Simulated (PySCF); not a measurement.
Species: 3-acetylpyridine 1-oxide, C7H7NO2.
Z-matrix (Å and degrees, PBE0-D3(BJ)/def2-SVP geometry), rows numbered from 1:
```
C 
C   1  1.5050
O   2  1.2090  1  121.86
C   2  1.5041  1  118.53  3  -179.99
C   4  1.3985  2  118.63  1  -179.74
C   5  1.3902  4  118.04  2  -179.97
C   6  1.3824  5  120.51  4     0.00
N   7  1.3709  6  121.65  5    -0.01
O   8  1.2492  7  121.13  6  -179.99
C   8  1.3698  7  118.04  6     0.01
H   1  1.0962  2  108.85  3    -0.29
H   1  1.1011  2  110.79  3   120.16
H   1  1.1010  2  110.85  3  -120.82
H   5  1.0904  4  119.00  2     0.03
H   6  1.0918  5  121.21  4  -179.99
H   7  1.0894  6  125.05  5   179.98
H  10  1.0889  4  125.35  2    -0.02
```

Theory: PBE0-D3(BJ)/def2-SVP geometry optimisation, gas phase in PySCF.

Take the most abundant isotopes and a rigid rotor. The values belong to one conformer with, in the numbering `[CH3:1][C:2](=[O:3])[c:4]1[cH:5][cH:6][cH:7][n+:8]([O-:9])[cH:10]1`, C1–C2–C4–C5 180°.

Question: Give the principal moments of inertia and the rotational constants in cm⁻¹.

Answer: Ia = 191.16, Ib = 513.89, Ic = 701.87 u·Å²; 505379 MHz·u·Å²/I gives 2644, 983.4 and 720.0 MHz, that is A = 0.08819, B = 0.03280, C = 0.02402 cm⁻¹.

Question: Classify the top.

Answer: An asymmetric top. Ray's parameter κ = (2B − A − C)/(A − C) = -0.726; −1 is the prolate and +1 the oblate limit.

Question: What does the inertial defect say?

Answer: Not planar: Δ = Ic − Ia − Ib = -3.17 u·Å². For a rigid frame Δ = −2 Σ m c², so Σ m c² = 1.59 u·Å² lies off the ab plane, practically all of it from hydrogen. The atom farthest from that plane is 0.89 Å away.

Question: Give the other two planar moments, Paa and Pbb, and the rms extents of the mass along the axes.

Answer: Paa = Σ m a² = (Ib + Ic − Ia)/2 = 512.30 and Pbb = Σ m b² = (Ia + Ic − Ib)/2 = 189.57 u·Å². With the mass M = 137.05 u, the rms extents √(P/M) along a, b and c are 1.93, 1.18, 0.11 Å.

Question: Where do the levels up to J = 2 lie, in cm⁻¹?

Answer: Above 0(0,0):
J = 1: 1(0,1) 0.0568, 1(1,1) 0.1122, 1(1,0) 0.1210
J = 2: 2(0,2) 0.1695, 2(1,2) 0.2171, 2(1,1) 0.2434, 2(2,1) 0.4096, 2(2,0) 0.4105
The levels of one J sum to (2J + 1)J(J + 1)(A + B + C)/3.

Question: Which lines would a microwave search look for?

Answer: The dipole components are |μa| = 0.55 D, |μb| = 0.84 D, |μc| = 0.00 D; the mirror of this Cs structure is the ab plane, so μc vanishes by symmetry (the 0.01 D computed is a residue) and there are no c-type lines. The squared components, which scale the intensities, stand as 0.43 : 1.00 (a : b). Some lines, for components of 0.1 D or more:

```
type  branch         J(Ka,Kc)   MHz  lower level (cm⁻¹)
   a       Q  2(1,1) ← 2(1,2)   790               0.217
   a       R  1(0,1) ← 0(0,0)  1703               0.000
   b       R  2(0,2) ← 1(1,1)  1718               0.112
   b       Q  1(1,0) ← 1(0,1)  1924               0.057
   b       Q  2(1,1) ← 2(0,2)  2216               0.170
   a       R  2(1,2) ← 1(1,1)  3144               0.112
   b       R  1(1,1) ← 0(0,0)  3364               0.000
   a       R  2(0,2) ← 1(0,1)  3378               0.057
   a       R  2(1,1) ← 1(1,0)  3670               0.121
   b       R  2(1,2) ← 1(0,1)  4804               0.057
   b       Q  2(2,0) ← 2(1,1)  5010               0.243
   b       Q  2(2,1) ← 2(1,2)  5771               0.217
   b       R  2(2,1) ← 1(1,0)  8651               0.121
   b       R  2(2,0) ← 1(1,1)  8944               0.112
```

Question: Estimate the classical rotational partition function at 10 K, 50 K and 298.15 K.

Answer: Point group Cs, symmetry number σ = 1; q = (√π/σ)·√((kT/h)³/(ABC)), k/h = 20836.6 MHz/K: 3900 at 10 K, 43600 at 50 K, 634000 at 298.15 K.

Whether it is a minimum is left open (no frequencies). Constants of a rigid frame at the computed geometry: no zero-point averaging, no centrifugal distortion. A rigid rotor knows nothing of internal rotation, which can split or shift real lines. Quadrupole hyperfine structure (14N) is left out.
